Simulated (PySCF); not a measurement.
Which level of theory gave which numbers?

Species: C3H7Cl2O2V (singlet state).
Bonds: C1–C2, C2–C3, C2–O4, O4–V5, V5–O6 (double), V5–Cl7, V5–Cl8. Hydrogens: H9, H10, H11 on C1; H12 on C2; H13, H14, H15 on C3.

The closed-shell ground state was solved 4 times with PySCF (density fitting, gas phase), always in the pcSseg-1 basis (213 functions), with these functionals: BHandHLYP, KT3, LC-wPBE and PBE0. Isolated species at its PBE0-D3(BJ)/def2-SVP geometry, gas phase.

```tsv
row	total energy (Eh)	HOMO (eV)	LUMO (eV)	dipole (D)
P	-2148.2392	-7.75	-4.32	4.07
Q	-2133.1495	-10.32	-2.63	4.02
R	-2132.5890	-9.07	-3.54	4.12
S	-2132.8024	-11.73	-1.48	4.33
```

Question: Which functional belongs to which row?

Answer: P = KT3, Q = BHandHLYP, R = PBE0, S = LC-wPBE. By rising HOMO–LUMO gap: KT3 (GGA) 3.43 eV; PBE0 (global hybrid, 25 % exact exchange) 5.53 eV; BHandHLYP (global hybrid, 50 % exact exchange) 7.69 eV; LC-wPBE (range-separated hybrid) 10.25 eV. Total energies of different functionals aren't bounds to one another; each is stationary for its own functional.

The values belong to the conformer `[CH3:1][CH:2]([CH3:3])[O:4][V:5](=[O:6])([Cl:7])[Cl:8]`: C1–C2–O4–V5 -63°, C2–O4–V5–O6 1°.
